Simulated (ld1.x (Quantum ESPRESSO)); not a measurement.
## What the settings do to the TM potential of Sn (Z = 50)

Base potential:

tin (Sn), norm-conserving Troullier–Martins (Kleinman–Bylander form), made with ld1.x (Quantum ESPRESSO) 7.5 (LDA (PZ), scalar-relativistic). Core [Kr] 4d10, reference 5s2 5p2. Waves: 5p (bound): rc 1.95 bohr; 5s (bound): rc 1.95 bohr. Local part: the s channel. Core correction: Bessel-smoothed model core, default radius (core density twice the valence density).

All-electron outer shells of the reference configuration (LDA (PZ), scalar-relativistic, ld1.x):

```json
{"shell": "4p", "level (eV)": "-89.56", "outermost node (bohr)": "0.41", "outermost maximum (bohr)": "0.79"}
{"shell": "4d", "level (eV)": "-25.90", "outermost node (bohr)": "0.39", "outermost maximum (bohr)": "0.88"}
{"shell": "5s", "level (eV)": "-10.81", "outermost node (bohr)": "0.98", "outermost maximum (bohr)": "2.01"}
{"shell": "5p", "level (eV)": "-3.87", "outermost node (bohr)": "1.09", "outermost maximum (bohr)": "2.55"}
```

Cutoffs, loose and tight: the cutoffs (Ry, on a coarse ladder) from which the occupation-weighted sum of valence levels, in a spherical-Bessel basis at the reference potential, stays within 10 and 1 mRy of its value at 400 Ry. They do not see the model core or the augmentation charge, which bear on the density cutoff. Test errors are all-electron minus pseudo excitation energies from the reference, over the configurations 5s2 5p1; 5s2 5p0; 5s1 5p0; 5s2 5p1.5; 5s2 5p2.3; 5s1 5p3; 5s0 5p4 (two spin-polarised tests are not counted in the largest error). A dash means not determined; rows that change the core or the reference have their own tests.

A true bound ghost makes a file unfit for plane-wave use even where its test errors are small: the radial tests pick states by their node count and pass the ghost by.

The default core radius of the base comes out at 1.76 bohr.

| change | outcome | cutoff, loose | cutoff, tight | bound ghosts | largest test error (meV) |
| --- | --- | --- | --- | --- | --- |
| base | generated | 25 Ry | 45 Ry | none | -340 |
| wave 5s (bound): rc 1.95 bohr becomes 5s (bound): rc 2.98 bohr | generated | 18 Ry | 30 Ry | none | -335 |
| functional Wu–Cohen | generated | 25 Ry | 45 Ry | none | -372 |
| all radii but the core radius scaled by about 0.84 (s 1.64, p 1.64 bohr) | generated | 70 Ry | 110 Ry | p | -356 |
| wave 5p (bound): rc 1.95 bohr becomes 5p (bound): rc 2.12 bohr | generated | 21 Ry | 30 Ry | none | -333 |
| reference 5s2 5p1 | generated | 25 Ry | 45 Ry | d | -243 |
| core correction Bessel-smoothed model core inside 1.44 bohr | generated | 25 Ry | 45 Ry | none | -341 |
| local potential the p channel | generated | 25 Ry | 45 Ry | s | -402 |
| wave 5p (bound): rc 1.95 bohr becomes 5p (bound): rc 2.78 bohr | generated | 21 Ry | 30 Ry | none | -345 |
| wave 5p (bound): rc 1.95 bohr becomes 5p (bound): rc 2.72 bohr | generated | 21 Ry | 30 Ry | none | -345 |
| functional PBE | generated | 25 Ry | 45 Ry | none | -343 |
| all radii but the core radius scaled by about 1.42 (s 2.76, p 2.76 bohr) | generated | 10 Ry | 21 Ry | none | -339 |
